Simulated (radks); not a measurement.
Values are calculated unless marked as measured or tabulated.
Problem. All-electron atom: Yb55+ in [Ne] 3s1 3p3 4f1 (not the ground configuration). Code: a radial shooting solver on a logarithmic mesh with Libxc functionals. Model: scalar-relativistic Kohn-Sham, PBEsol, spin-unpolarised, spherical densities, finite nucleus; Fermi nuclear charge, rms radius 5.3108 fm. Some entries of the table are withheld. Estimate them.

orbital,occ.,eigenvalue (hartree),<r^2> (bohr^2)
1s,2,-2404.972,0.0005297
2s,2,(1),0.007998
2p,6,(2),0.006493
3s,1,(3),(4)
3p,3,-198.4469,0.04371
3d,0,-186.2867,(5)
4s,0,-112.1239,0.1551
4p,0,-106.7770,(6)
4f,1,-98.81289,0.1075
5f,0,-62.71103,0.3442

Solution. 
(1) 2s eigenvalue (hartree): -529.7489
(2) 2p eigenvalue (hartree): -485.8904
(3) 3s eigenvalue (hartree): -211.5588
(4) 3s <r^2> (bohr^2): 0.04508
(5) 3d <r^2> (bohr^2): 0.03380
(6) 4p <r^2> (bohr^2): 0.1570
